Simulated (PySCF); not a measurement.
C5H6NO2: g tensor and hyperfine couplings

Species: C5H6NO2 (doublet state).
Structure used (GFN2-xTB), in Å, numbered top down from 1:
```
atom  x, y, z in Å
C1    -2.8980    0.2864   -1.1024
C2    -2.0453    0.0539   -0.1179
O3    -0.7028    0.0574   -0.3193
C4     0.1117   -0.1919    0.7452
C5     1.4367   -0.2029    0.6182
N6     2.0797    0.0393   -0.6075
C7     3.3899    0.0410   -0.8055
O8     4.3271   -0.1432   -0.0738
H9    -3.9554    0.2800   -0.9238
H10   -2.5576    0.4871   -2.1018
H11   -2.3699   -0.1507    0.8977
H12   -0.3662   -0.3808    1.6984
H13    2.0903   -0.3981    1.4504
H14    1.4591    0.2221   -1.3851
```

The hyperfine couplings belong to this conformer and change with its torsions.

The species is `C=CO/C=C\N[C]=O` [radical].

Method: UKS B3LYP, pcH-1 on C H N O, non-relativistic, mean-field spin-orbit, GIAO in PySCF 2.14.0. Isolated species at its GFN2-xTB geometry (one conformer only). A GFN2-xTB geometry isn't a minimum of the functional, and hyperfine couplings can be far from their values at a DFT geometry. Stability of the SCF solution: not tested.

- g1, g2, g3: 1.99873, 2.00189, 2.00439
- g_iso: 2.00167
- Form of g: rhombic: the two nearest values differ by 44 % of g3 − g1
- ⟨S²⟩: 0.7533 (exact 0.7500)
- Total energy: -399.26963 Eh
- Basis functions: 260

Hyperfine couplings atom by atom, in MHz; T1 to T3 are the principal values of the dipolar part:

```json
{"atom": "C1", "isotope": "13C", "a_iso": "-0.1", "T1": "-0.3", "T2": "0.0", "T3": "0.2", "Mulliken spin population": "0.00"}
{"atom": "C2", "isotope": "13C", "a_iso": "0.0", "T1": "-0.1", "T2": "0.0", "T3": "0.2", "Mulliken spin population": "0.00"}
{"atom": "O3", "isotope": "17O", "a_iso": "-0.4", "T1": "-0.8", "T2": "-0.4", "T3": "1.2", "Mulliken spin population": "0.00"}
{"atom": "C4", "isotope": "13C", "a_iso": "-0.4", "T1": "-3.7", "T2": "0.5", "T3": "3.2", "Mulliken spin population": "-0.02"}
{"atom": "C5", "isotope": "13C", "a_iso": "30.9", "T1": "-5.8", "T2": "-3.7", "T3": "9.5", "Mulliken spin population": "0.06"}
{"atom": "N6", "isotope": "14N", "a_iso": "75.5", "T1": "-5.0", "T2": "-2.7", "T3": "7.8", "Mulliken spin population": "-0.01"}
{"atom": "C7", "isotope": "13C", "a_iso": "466.9", "T1": "-50.3", "T2": "-45.4", "T3": "95.7", "Mulliken spin population": "0.68"}
{"atom": "O8", "isotope": "17O", "a_iso": "-49.3", "T1": "-112.3", "T2": "54.9", "T3": "57.4", "Mulliken spin population": "0.28"}
{"atom": "H9", "isotope": "1H", "a_iso": "0.2", "T1": "-0.2", "T2": "-0.1", "T3": "0.3", "Mulliken spin population": "0.00"}
{"atom": "H10", "isotope": "1H", "a_iso": "0.2", "T1": "-0.4", "T2": "-0.3", "T3": "0.7", "Mulliken spin population": "0.00"}
{"atom": "H11", "isotope": "1H", "a_iso": "0.0", "T1": "-0.4", "T2": "-0.3", "T3": "0.6", "Mulliken spin population": "0.00"}
{"atom": "H12", "isotope": "1H", "a_iso": "8.4", "T1": "-1.1", "T2": "-0.6", "T3": "1.7", "Mulliken spin population": "0.00"}
{"atom": "H13", "isotope": "1H", "a_iso": "-4.0", "T1": "-4.8", "T2": "0.0", "T3": "4.8", "Mulliken spin population": "0.00"}
{"atom": "H14", "isotope": "1H", "a_iso": "7.8", "T1": "-9.7", "T2": "-6.7", "T3": "16.4", "Mulliken spin population": "0.00"}
```

Largest spin populations (Mulliken): C7 (+0.68), O8 (+0.28) and C5 (+0.06).

Axes: g3 is normal to the molecular plane.

Under fast tumbling the dipolar parts average out, and these isotropic splittings remain: 1 × 14N (N6, I = 1, 3 lines) with 2.69 mT, 1 × 1H (H12, I = 1/2, 2 lines) with 0.30 mT, 1 × 1H (H14, I = 1/2, 2 lines) with 0.28 mT and 1 × 1H (H13, I = 1/2, 2 lines) with 0.14 mT.

The 13C coupling of C7 (466.9 MHz) shows only in satellite lines or after enrichment, since that isotope makes up about 1.07 % of natural carbon.

The 17O coupling of O8 (-49.3 MHz) shows only in satellite lines or after enrichment, since that isotope makes up about 0.038 % of natural oxygen.

Hardware: one thread, Intel Xeon at 2.70 GHz (x86_64) (shared host). Cost: 91 s wall (grids of density and orbitals included), 0.93 GiB resident at most.
